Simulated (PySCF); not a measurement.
Isomers of C4H3IS, mass 209.900 u with the commonest isotopes. The calculation used PySCF, PBE0-D3(BJ)/def2-SVP geometry optimisation, gas phase, def2 core potentials past Kr. One conformer each, none proved a minimum here; rigid rotors.

Question: Order these by rotational constant B, largest first.
A. 3-iodothiophene, `Ic1ccsc1`
B. `[S:1]=[C:2]=[CH:3]/[CH:4]=[CH:5]/[I:6]` with C2–C3–C4–C5 180°
C. `Ic1cccs1`

Answer: C (835.4 MHz), A (694.4 MHz), B (340.5 MHz).

Question: Order these by radius of gyration √(Σ m r²/M), smallest first.
A. `IC1=CC=CS1`
B. `Ic1ccsc1` (3-iodothiophene)
C. `[S:1]=[C:2]=[CH:3]/[CH:4]=[CH:5]/[I:6]` with C2–C3–C4–C5 180°

Answer: A (1.824 Å), B (1.951 Å), C (2.691 Å).

Question: Order these by rotational constant C, smallest first.
A. `Ic1ccsc1` (3-iodothiophene)
B. `IC1=CC=CS1`
C. `[S:1]=[C:2]=[CH:3]/[CH:4]=[CH:5]/[I:6]` with C2–C3–C4–C5 180°

Answer: C (332.4 MHz), A (632.4 MHz), B (723.7 MHz).

| SMILES | point group | Ia (u·Å²) | Ib (u·Å²) | Ic (u·Å²) | κ | μa (D) | μb (D) | μc (D) |
| --- | --- | --- | --- | --- | --- | --- | --- | --- |
| Ic1cccs1 | Cs | 93.39 | 604.97 | 698.36 | -0.95 | 1.07 | 0.56 | 0.00 |
| Ic1ccsc1 | Cs | 71.35 | 727.84 | 799.20 | -0.98 | 0.99 | 0.33 | 0.00 |
| S=C=C/C=C/I | Cs | 36.07 | 1484.25 | 1520.33 | -1.00 | 0.88 | 0.70 | 0.00 |
